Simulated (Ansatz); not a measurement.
Consider the redistribution: `[Cl][GeH2][GeH3]` + `BO` → `[Cl][GeH3]` + `B[O][GeH3]`.

Calculated with Ansatz (gas phase, PBE0-D4/def2-TZVP geometries, no zero-point term in ΔE). CBS: MP2 limit from def2 TZ/QZ plus the TZ coupled-cluster correction, frozen cores. This one scheme is used for every species. Functionals use def2-TZVPP. B3LYP here is the variant with VWN-RPA as its local correlation; programs differ in this. HSE06 is defined as in plane-wave codes. For Ge outer-core shells are correlated without core-valence functions, which leaves a few kJ/mol of doubt a bond. Scalar relativity is left out up to krypton.

| level | ΔE (kJ/mol) | difference from CCSD(T)/CBS |
| --- | --- | --- |
| B3LYP-D4 | 12.0 | 0.2 |
| HSE06-D4 | 21.3 | 9.5 |
| ωB97X-V | 6.2 | -5.6 |
| revPBE | 21.5 | 9.7 |
| PBE0 | 19.6 | 7.8 |
| r2SCAN0 | 13.7 | 1.9 |
| RPA@PBE/def2-TZVPP | 2.9 | -8.9 |
| HF/def2-SVP | -6.9 | -18.7 |
| MP2/def2-TZVPP | 6.4 | -5.4 |
| CCSD/def2-TZVPP | 5.9 | -5.9 |
| CCSD(T)/CBS | 11.8 | 0 |

Largest T1 diagnostic among the species: 0.014.

Leaving LDA and LC-ωPBE aside and taking each functional with its dispersion term where it has one, the values, not all of them listed here, spread over 23.4 kJ/mol, from B97M-V to PBE-D4. At CCSD(T), def2-SVP lies −8.2 kJ/mol from the extrapolated value and def2-TZVPP −4.9 kJ/mol.
